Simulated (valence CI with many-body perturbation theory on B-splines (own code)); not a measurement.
**Pm XLVIII: what each term of the Hamiltonian does**

Calculated by relativistic CI+MBPT: four valence electrons over a frozen Dirac-Fock core [Ne], radial functions for each j: 11 s, 11 p, 9 d, 7 f, 5 g, 2 h, 1 i, with the one-electron correlation potential Σ1, the two-electron term Σ2, the three-electron term Σ3, Breit, model QED; selected CI, second order for the rest (own B-spline code, finite nucleus).

The last digits are not significant, and no measured levels were compared; by estimate large intervals hold to a few tenths of a per cent, small ones and those within an open d or f shell to about a per cent.

Each rung adds one term. CI alone is the Dirac-Coulomb CI over the frozen core; QED comes last and gives the full result, which names the levels. Energies are above (3s^2 3p1/2^2) J=0 on the same rung, in eV.

Levels are named by their leading jj configuration (3d3/2^4 stands for four electrons in 3d with j = 3/2), which in mixed levels can hold well under half, so a name can repeat and another be missing. Letters in brackets count levels of one name in rising energy.

```tsv
Level	CI alone
(3s^2 3p1/2 3p3/2) J=1	136.61
(3s^2 3p1/2 3p3/2) J=2	144.39
(3s 3p1/2^2 3p3/2) J=2	261.07
(3s 3p1/2^2 3p3/2) J=1	284.07
(3s^2 3p3/2^2) J=2	286.31
(3s^2 3p3/2^2) J=0	302.28
(3s^2 3p1/2 3d3/2) J=2	310.57
(3s^2 3p1/2 3d3/2) J=1	343.16
(3s^2 3p1/2 3d5/2) J=2	355.71
(3s^2 3p1/2 3d5/2) J=3	357.82
(3s 3p1/2 3p3/2^2) J=2 [a]	396.83
(3s 3p1/2 3p3/2^2) J=3	408.67
(3s 3p1/2 3p3/2^2) J=0	417.07
(3s 3p1/2 3p3/2^2) J=1 [a]	427.74
(3s 3p1/2 3p3/2^2) J=2 [b]	430.12
(3s 3p1/2^2 3d3/2) J=1	437.39
```

(1) What do these energies become with core correlation, Breit and QED?

(2) How does the ionisation energy move along the ladder, and which term matters most?

Answers

(1) (3s^2 3p1/2 3p3/2) J=1 135.12 (-1.492); (3s^2 3p1/2 3p3/2) J=2 142.59 (-1.802); (3s 3p1/2^2 3p3/2) J=2 258.83 (-2.240); (3s 3p1/2^2 3p3/2) J=1 281.66 (-2.409); (3s^2 3p3/2^2) J=2 283.15 (-3.165); (3s^2 3p3/2^2) J=0 299.29 (-2.985); (3s^2 3p1/2 3d3/2) J=2 307.38 (-3.190); (3s^2 3p1/2 3d3/2) J=1 339.56 (-3.599); (3s^2 3p1/2 3d5/2) J=2 351.73 (-3.974); (3s^2 3p1/2 3d5/2) J=3 353.46 (-4.356); (3s 3p1/2 3p3/2^2) J=2 [a] 393.08 (-3.743); (3s 3p1/2 3p3/2^2) J=3 404.49 (-4.183); (3s 3p1/2 3p3/2^2) J=0 413.59 (-3.475); (3s 3p1/2 3p3/2^2) J=1 [a] 423.79 (-3.945); (3s 3p1/2 3p3/2^2) J=2 [b] 425.85 (-4.264); (3s 3p1/2^2 3d3/2) J=1 433.89 (-3.503).

(2) CI alone 4062.6, + Σ1 4063.6, + Σ2 4063.7, + Σ3 4063.5, + Breit 4058.6, + QED 4058.6 eV. The largest step is Breit, -4.9 eV. NIST lists 4056 ± 4 eV (theoretical).
